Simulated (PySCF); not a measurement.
**From a computed spectrum to the compound**

A species of 5 atoms with charge -1 has these harmonic modes (PBE0, small Gaussian bases with core potentials, PySCF 2.14.0):

```csv
cm⁻¹,km/mol,symmetry
430,444.8,t2
430,444.8,t2
430,444.8,t2
479,0.0,e
479,0.0,e
1167,1320.3,t2
1167,1320.3,t2
1167,1320.3,t2
1273,0.0,a1
```

Task: Which species is it, and in which structure?

Result: [CeH4]− (singlet in the valence; each metal's 4f electrons, 1 of them, lie in its core potential, out of spins and levels):
```xyz
5

Ce    0.0000    0.0000    0.0000
H     1.2700    1.2700    1.2700
H    -1.2700   -1.2700    1.2700
H     1.2700   -1.2700   -1.2700
H    -1.2700    1.2700   -1.2700
```
Ideal gas at 298.15 K and 1 bar: S = 253.9 J/(mol K), Cp = 65.3 J/(mol K), H − H(0 K) = 13.6 kJ/mol (rigid rotor, harmonic modes, spin degeneracy alone, that of the 4f electrons in the core included). An lcecp potential fixes the number of 4f electrons, so in runs with it no electron can move into or out of that shell.
 The answer isn't unique; the calculation gave this one.
